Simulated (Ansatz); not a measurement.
C4H12ClNSi (`CC(C)N(C)[SiH2]Cl`), 19 atoms. The species carries charge 0 and has multiplicity 1. All runs use 3 threads of an AMD EPYC 7R13 on a shared host and a share of an NVIDIA H100 80 GB. Correlated methods freeze the cores. Open-shell runs search over several starts.

(1) How many basis functions does each run have, and how long does it take in Ansatz? UHF-MP2/def2-QZVPP energy of the cation; RKS PBE0-D4/def2-TZVP relaxation (25 steps); UHF-CCSD(T)/def2-TZVPP energy of the cation; RHF-MP2/def2-QZVPP energy; RKS PBE-QIDH (frozen core)/def2-TZVPP energy; RKS PBE0-D4/def2-SVP energy; UKS B3LYP-D4/def2-TZVPP energy of the cation; RHF-CCSD(T)/def2-TZVPP energy; RKS ωB97M-V/def2-QZVPP energy; RKS PBE0-D4/def2-QZVPP energy; UKS ωB97X-V/def2-TZVPP energy of the cation; direct RPA on PBE orbitals/def2-TZVPP energy. (Best estimate.)

## Answers

(1) Ansatz gave: Other jobs shared the machine, so times are rough.

| level | job | functions | wall time | peak host memory (GiB) |
| --- | --- | --- | --- | --- |
| RKS PBE0-D4/def2-SVP | energy | 166 | 1.1 s | 0.82 |
| UKS B3LYP-D4/def2-TZVPP | energy of the cation | 407 | 2.4 s | 0.99 |
| RKS PBE0-D4/def2-QZVPP | energy | 785 | 2.5 s | 1.3 |
| direct RPA on PBE orbitals/def2-TZVPP | energy | 407 | 2.8 s | 1.9 |
| RKS PBE-QIDH (frozen core)/def2-TZVPP | energy | 407 | 2.9 s | 1.9 |
| UKS ωB97X-V/def2-TZVPP | energy of the cation | 407 | 3.7 s | 1.2 |
| RHF-MP2/def2-QZVPP | energy | 785 | 3.8 s | 1.4 |
| RKS ωB97M-V/def2-QZVPP | energy | 785 | 4.2 s | 1.4 |
| UHF-MP2/def2-QZVPP | energy of the cation | 785 | 11 s | 7.5 |
| RHF-CCSD(T)/def2-TZVPP | energy | 407 | 12 s | 1.8 |
| RKS PBE0-D4/def2-TZVP | relaxation (25 steps) | 301 | 27 s | 0.96 |
| UHF-CCSD(T)/def2-TZVPP | energy of the cation | 407 | 3.2 min | 1.9 |

B3LYP here is the variant with VWN-RPA as its local correlation; programs differ in this.
